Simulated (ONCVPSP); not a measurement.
**cerium: excitation energies, all-electron against ONCV**

- Element: Ce (Z = 58)
- Generator: ONCVPSP 4.0.1
- Type: optimised norm-conserving Vanderbilt (ONCV)
- Functional: PBEsol
- Relativity: scalar-relativistic
- Frozen core: [Kr] 4d10
- Valence charge: 12
- Reference configuration: 4f1 5s2 5p6 5d2 6s1
- Partial waves: 5s+6s: rc 2.70 bohr, ncon 4, nbas 8, qcut 5.5 1/bohr, 2 projectors; 5p: rc 2.85 bohr, ncon 4, nbas 7, qcut 4.5 1/bohr, 1 projector; 5d: rc 3.90 bohr, ncon 5, nbas 10, qcut 3.4 1/bohr, 1 projector; 4f: rc 1.85 bohr, ncon 4, nbas 9, qcut 9 1/bohr, 1 projector
- Local potential: polynomial inside 1.60 bohr (lpopt 2, dvloc0 0 Ha)
- Core correction: Teter function, fcfact 1.75, rcfact 1.65

Energies are relative to the spin-unpolarised reference configuration 4f1 5s2 5p6 5d2 6s1; without spin polarisation the order of configurations can differ from experiment. Not all tests gave a result: 1 of 4 tests not solved or not reliable.

```
valence configuration  charge  ΔE all-electron (eV)  error AE − PS (meV)
  4f1 5s2 5p6 5d1 6s2       0                -0.906                 +8.3
  4f1 5s2 5p6 5d1 6s1      +1                 5.197                 +8.1
  4f1 5s2 5p6 5d1 6s0      +2                16.235                 +4.8
```

Levels in the configuration 4f1 5s2 5p6 5d1 6s1:

| level | all-electron (eV) | pseudo (eV) |
| --- | --- | --- |
| 4f | -11.344 | -11.249 |
| 5s | -46.536 | -46.458 |
| 5p | -29.131 | -29.089 |
| 5d | -8.585 | -8.561 |
| 6s | -8.518 | -8.516 |

Note: no bound ghost flagged; GHOST(+) flagged for s at 114.0 eV.
